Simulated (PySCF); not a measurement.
Be(Br)(OH) (BeBrHO), SMILES [Br][Be][OH].

Geometry: PBE0-D3(BJ)/def2-TZVP. One conformer was computed; it need not be the lowest.

All values below come from C-PCM-B3LYP/def2-SVP (PySCF 2.14.0).

The values are the electrostatic part of the solvation free energy, E(continuum) − E(gas) at the gas-phase geometry, in a cavity of scaled van der Waals radii (PySCF's table); cavitation and dispersion terms are not included. A continuum can't describe solvent molecules that bind to the metal. In vacuum the orbital gap is 7.64 eV. The dipole moment in vacuum is 2.08 D.

```
solvent                    ε  ΔG(elec) (kcal/mol)  dipole (D)  gap (eV)
---------------------  -----  -------------------  ----------  --------
water                  78.36                 -6.5        2.61      8.01
N,N-dimethylformamide  37.22                 -6.3        2.60      8.00
tetrahydrofuran         7.43                 -5.6        2.53      7.96
```
